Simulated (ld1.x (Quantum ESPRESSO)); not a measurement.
# germanium (Ge), RRKJ: configuration errors across variants

```json
{"Element": "germanium (Ge)", "Generator": "ld1.x (Quantum ESPRESSO) 7.5", "Type": "norm-conserving RRKJ (Kleinman–Bylander form)", "Functional": "LDA (PZ)", "Relativity": "fully relativistic", "Frozen core": "[Ar] 3d10", "Valence charge": "4", "Reference configuration": "4s1 4p3", "Partial waves": "4p (bound): rc 1.70 bohr; 4s (bound): rc 1.20 bohr", "Local potential": "the s channel", "Core correction": "Bessel-smoothed model core inside 1.00 bohr"}
```

Open shells are filled in proportion to 2j + 1 (rel_dist='average').

All-electron excitation energies from the reference (eV): (1) 4s2 4p2 -8.040; (2) 4s2 4p1 -0.401; (3) 4s2 4p0 15.317; (4) 4s1 4p0 50.536; (5) 4s2 4p2.3 -8.969; (6) 4s2 4p1.5 -5.150; (7) 4s1 4p2 8.372.

2 further variants failed, have other tests or too few solved ones, and are left out.

A true bound ghost makes a file unfit for plane-wave use even where its test errors are small: the radial tests pick states by their node count and pass the ghost by.

Errors AE − PS in meV (a dash: test not solved or not reliable):

| change | (1) | (2) | (3) | (4) | (5) | (6) | (7) | bound ghosts |
| --- | --- | --- | --- | --- | --- | --- | --- | --- |
| base | -17 | -14 | -29 | -139 | -18 | -15 | -6.7 | p3/2, p1/2 |
| wave 4p (bound): rc 1.70 bohr becomes 4p (bound): rc 1.54 bohr | -15 | -10 | -23 | -147 | -16 | -12 | -7.2 | p3/2, p1/2 |
| wave 4p (bound): rc 1.70 bohr becomes 4p (bound): rc 2.08 bohr | -20 | -18 | -30 | -121 | -21 | -18 | -6.1 | p3/2, p1/2 |
| wave 4p (bound): rc 1.70 bohr becomes 4p (bound): rc 2.24 bohr | -20 | -17 | -27 | -119 | -20 | -18 | -6.1 | p3/2, p1/2 |
| wave 4p (bound): rc 1.70 bohr becomes 4p (bound): rc 2.58 bohr | -16 | -12 | -23 | -136 | -17 | -13 | -6.7 | p3/2, p1/2 |

Problem. Give the same row for: wave 4p (bound): rc 1.70 bohr becomes 4p (bound): rc 1.86 bohr.

Solution. -19, -17, -31, -132, -19, -17, -6.4; bound ghosts: p3/2, p1/2.
